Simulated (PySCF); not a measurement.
Fractional electron number in Sc (scandium, neutral)

The 4s beta orbital of [Ar] 3d1 4s2 is emptied in steps (occupation f), with all orbitals relaxed, ending at [Ar] 3d1 4s1. Computed with PySCF 2.14 in aug-cc-pVDZ (7s6p4d2f, 59 functions), with the non-relativistic Hamiltonian (point nucleus). The exact energy is a straight line in f; departures are measured from the line between the end points of the same method.

```tsv
f	UHF (eV)	PBE (eV)
1	0.000	0.000
0.8	0.030	-0.382
0.6	0.042	-0.571
0.4	0.040	-0.562
0.2	0.025	-0.356
0	0.000	0.000
```

```json
{"method": "UHF", "E(f=0) − E(f=1) (eV)": "5.368", "−ε at f=1 (eV)": "5.571", "−ε at f=0.4 (eV)": "5.324"}
{"method": "PBE", "E(f=0) − E(f=1) (eV)": "6.269", "−ε at f=1 (eV)": "3.893", "−ε at f=0.4 (eV)": "6.822"}
```

Orbital energy along the path (eV):

| f | UHF | PBE |
| --- | --- | --- |
| 1 | -5.571 | -3.893 |
| 0.8 | -5.470 | -4.834 |
| 0.6 | -5.390 | -5.813 |
| 0.4 | -5.324 | -6.822 |
| 0.2 | -5.268 | -7.736 |
| 0 | -5.220 | -8.147 |

Reference removal energy between the ground levels: 6.561 eV (measured; NIST Atomic Spectra Database, ionization energies). The calculation has no spin-orbit coupling. UHF lacks correlation.
